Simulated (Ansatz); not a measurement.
The same path of Cl2FHSi (5 atoms, charge 0, multiplicity 1) was run 3 times with different band settings. Lost on the way: Si1–H2, Si1–Cl3. Made: H2–Cl3.

The calculation used RKS PBE0-D4/cc-pVDZ in Ansatz 0.2.0.

Relaxed end points:

```xyz
5
Properties=species:S:1:pos:R:3
Si 0.187 0.033 0.261
H -0.081 -0.002 1.715
Cl 2.203 0.037 -0.107
Cl -0.688 1.672 -0.603
F -0.447 -1.300 -0.435
```

```xyz
5
Properties=species:S:1:pos:R:3
Si -1.074 0.205 0.073
H 1.768 -0.492 1.995
Cl 1.848 0.261 0.945
Cl -0.592 1.649 -1.402
F -0.774 -1.182 -0.778
```

Common settings: movable images 7; start path through a guess of the saddle point; force threshold 0.05 eV/Å; iteration limit 60; end points relaxed.

| run | climbing image | spring | optimiser |
| --- | --- | --- | --- |
| 1 | yes | 5.0 eV/Å² | quadratic models (default) |
| 2 | from the first iteration | 5.0 eV/Å² | fire |
| 3 | yes | 2.0 to 10.0 eV/Å², energy-weighted | quadratic models (default) |

Q: What does each run give, and how far can it be trusted?

A: Run 1: converged after 11 iterations, highest image 2.859 eV above the first end. Neighbouring images differ by up to 1.4 eV, so the band resolves the path poorly. A vibrational analysis at the climbing image gives one clearly imaginary mode, 955i cm⁻¹: a first-order saddle point.
Run 2: converged after 44 iterations, highest image 2.860 eV above the first end. Another band between the same ends (7 images) ends at a top of the same energy, where a vibrational analysis finds 1 clearly imaginary mode.
Run 3: converged after 11 iterations, highest image 2.859 eV above the first end. Neighbouring images differ by up to 1.9 eV, so the band resolves the path poorly. Another band between the same ends (7 images) ends at a top of the same energy, where a vibrational analysis finds 1 clearly imaginary mode.
The orbitals stay closed-shell, which can raise the energy where a bond breaks towards radicals; this wasn't checked here.
